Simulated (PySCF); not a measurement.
CH5F3Si2, SMILES F[SiH2]C(F)(F)[SiH3].

Geometry optimised at TPSSh-D3(BJ)/def2-SVP. This is a generated structure with no PubChem entry under its InChIKey; it may be hypothetical. Other conformers were not sampled.

Level of theory: TPSSh-D3(BJ)/def2-SVP in PySCF 2.14.0.

Frequencies are harmonic and unscaled.

```json
[
 {"mode": "1", "ν (cm⁻¹)": "51", "IR (km/mol)": "1.2", "Raman (Å⁴/amu)": "0.3", "depolarisation": "0.75", "moving atoms (share of kinetic energy)": "F 59 %, Si 23 %, H 16 %"},
 {"mode": "2", "ν (cm⁻¹)": "102", "IR (km/mol)": "0.9", "Raman (Å⁴/amu)": "0.1", "depolarisation": "0.73", "moving atoms (share of kinetic energy)": "F 61 %, Si 24 %, H 9 %"},
 {"mode": "3", "ν (cm⁻¹)": "133", "IR (km/mol)": "0.0", "Raman (Å⁴/amu)": "0.0", "depolarisation": "–", "moving atoms (share of kinetic energy)": "H 91 %"},
 {"mode": "4", "ν (cm⁻¹)": "189", "IR (km/mol)": "1.7", "Raman (Å⁴/amu)": "0.5", "depolarisation": "0.36", "moving atoms (share of kinetic energy)": "F 63 %, Si 27 %, H 9 %"},
 {"mode": "5", "ν (cm⁻¹)": "192", "IR (km/mol)": "0.0", "Raman (Å⁴/amu)": "0.1", "depolarisation": "0.74", "moving atoms (share of kinetic energy)": "F 76 %, H 12 %, Si 11 %"},
 {"mode": "6", "ν (cm⁻¹)": "211", "IR (km/mol)": "1.8", "Raman (Å⁴/amu)": "0.0", "depolarisation": "–", "moving atoms (share of kinetic energy)": "F 47 %, H 29 %, C 18 %"},
 {"mode": "7", "ν (cm⁻¹)": "331", "IR (km/mol)": "23.1", "Raman (Å⁴/amu)": "4.8", "depolarisation": "0.36", "moving atoms (share of kinetic energy)": "Si 56 %, F 33 %, H 8 %"},
 {"mode": "8", "ν (cm⁻¹)": "393", "IR (km/mol)": "22.0", "Raman (Å⁴/amu)": "5.3", "depolarisation": "0.16", "moving atoms (share of kinetic energy)": "F 49 %, Si 46 %"},
 {"mode": "9", "ν (cm⁻¹)": "537", "IR (km/mol)": "3.7", "Raman (Å⁴/amu)": "9.3", "depolarisation": "0.58", "moving atoms (share of kinetic energy)": "H 44 %, F 32 %, Si 17 %"},
 {"mode": "10", "ν (cm⁻¹)": "601", "IR (km/mol)": "5.6", "Raman (Å⁴/amu)": "11.7", "depolarisation": "0.75", "moving atoms (share of kinetic energy)": "H 78 %, Si 18 %"},
 {"mode": "11", "ν (cm⁻¹)": "621", "IR (km/mol)": "36.5", "Raman (Å⁴/amu)": "10.5", "depolarisation": "0.34", "moving atoms (share of kinetic energy)": "F 41 %, H 33 %, Si 14 %, C 12 %"},
 {"mode": "12", "ν (cm⁻¹)": "660", "IR (km/mol)": "115.5", "Raman (Å⁴/amu)": "9.3", "depolarisation": "0.75", "moving atoms (share of kinetic energy)": "H 67 %, Si 16 %, F 15 %"},
 {"mode": "13", "ν (cm⁻¹)": "742", "IR (km/mol)": "4.6", "Raman (Å⁴/amu)": "13.4", "depolarisation": "0.75", "moving atoms (share of kinetic energy)": "H 91 %"},
 {"mode": "14", "ν (cm⁻¹)": "853", "IR (km/mol)": "142.4", "Raman (Å⁴/amu)": "18.3", "depolarisation": "0.75", "moving atoms (share of kinetic energy)": "H 63 %, C 26 %, F 9 %"},
 {"mode": "15", "ν (cm⁻¹)": "875", "IR (km/mol)": "117.0", "Raman (Å⁴/amu)": "3.7", "depolarisation": "0.24", "moving atoms (share of kinetic energy)": "F 47 %, Si 21 %, H 20 %, C 12 %"},
 {"mode": "16", "ν (cm⁻¹)": "925", "IR (km/mol)": "73.0", "Raman (Å⁴/amu)": "3.0", "depolarisation": "0.66", "moving atoms (share of kinetic energy)": "H 75 %, Si 13 %, C 9 %"},
 {"mode": "17", "ν (cm⁻¹)": "941", "IR (km/mol)": "13.2", "Raman (Å⁴/amu)": "19.0", "depolarisation": "0.75", "moving atoms (share of kinetic energy)": "H 89 %"},
 {"mode": "18", "ν (cm⁻¹)": "954", "IR (km/mol)": "7.5", "Raman (Å⁴/amu)": "2.6", "depolarisation": "0.73", "moving atoms (share of kinetic energy)": "H 90 %"},
 {"mode": "19", "ν (cm⁻¹)": "959", "IR (km/mol)": "188.1", "Raman (Å⁴/amu)": "21.7", "depolarisation": "0.75", "moving atoms (share of kinetic energy)": "H 88 %"},
 {"mode": "20", "ν (cm⁻¹)": "995", "IR (km/mol)": "179.6", "Raman (Å⁴/amu)": "7.2", "depolarisation": "0.41", "moving atoms (share of kinetic energy)": "H 43 %, C 28 %, Si 23 %"},
 {"mode": "21", "ν (cm⁻¹)": "1010", "IR (km/mol)": "106.8", "Raman (Å⁴/amu)": "4.6", "depolarisation": "0.75", "moving atoms (share of kinetic energy)": "C 61 %, F 28 %, H 11 %"},
 {"mode": "22", "ν (cm⁻¹)": "1102", "IR (km/mol)": "65.7", "Raman (Å⁴/amu)": "6.2", "depolarisation": "0.37", "moving atoms (share of kinetic energy)": "C 67 %, F 27 %"},
 {"mode": "23", "ν (cm⁻¹)": "2269", "IR (km/mol)": "36.0", "Raman (Å⁴/amu)": "141.1", "depolarisation": "0.02", "moving atoms (share of kinetic energy)": "H 99 %"},
 {"mode": "24", "ν (cm⁻¹)": "2279", "IR (km/mol)": "69.1", "Raman (Å⁴/amu)": "51.9", "depolarisation": "0.75", "moving atoms (share of kinetic energy)": "H 96 %"},
 {"mode": "25", "ν (cm⁻¹)": "2294", "IR (km/mol)": "75.4", "Raman (Å⁴/amu)": "202.9", "depolarisation": "0.08", "moving atoms (share of kinetic energy)": "H 98 %"},
 {"mode": "26", "ν (cm⁻¹)": "2297", "IR (km/mol)": "78.7", "Raman (Å⁴/amu)": "124.1", "depolarisation": "0.45", "moving atoms (share of kinetic energy)": "H 96 %"},
 {"mode": "27", "ν (cm⁻¹)": "2306", "IR (km/mol)": "140.5", "Raman (Å⁴/amu)": "64.6", "depolarisation": "0.75", "moving atoms (share of kinetic energy)": "H 95 %"}
]
```
